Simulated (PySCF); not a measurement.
A calculated (PW91, PySCF 2.14, cc-pVDZ-X2C, scalar relativity by spin-free X2C-1e) atom or ion has these occupied shells.

```csv
shell,electrons,orbital energy (eV),"rms radius, mean of both spins (bohr)"
1s α,1,-41722.8,0.0275
1s β,1,-41722.8,0.0275
2s α,1,-6712.9,0.112
2s β,1,-6712.9,0.112
2p α,3,-6015.0,0.0997
2p β,3,-6015.0,0.0997
3s α,1,-1448.8,0.291
3s β,1,-1448.1,0.291
3p α,3,-1226.9,0.291
3p β,3,-1226.2,0.291
3d α,5,-911.36,0.268
3d β,5,-910.82,0.268
4s α,1,-288.36,0.661
4s β,1,-286.37,0.661
4p α,3,-215.65,0.703
4p β,3,-213.64,0.703
4d α,5,-110.81,0.784
4d β,5,-108.77,0.784
5s α,1,-39.293,1.60
5s β,1,-37.961,1.60
5p α,3,-21.753,1.89
5p β,3,-20.726,1.89
6s α,1,-3.550,4.81
6s β,1,-3.402,4.81
4f α,3,-2.200,1.38
```

Task: Name the element and its charge.

Result: Pr (praseodymium, neutral), in [Xe] 4f3 6s2, one real determinant.
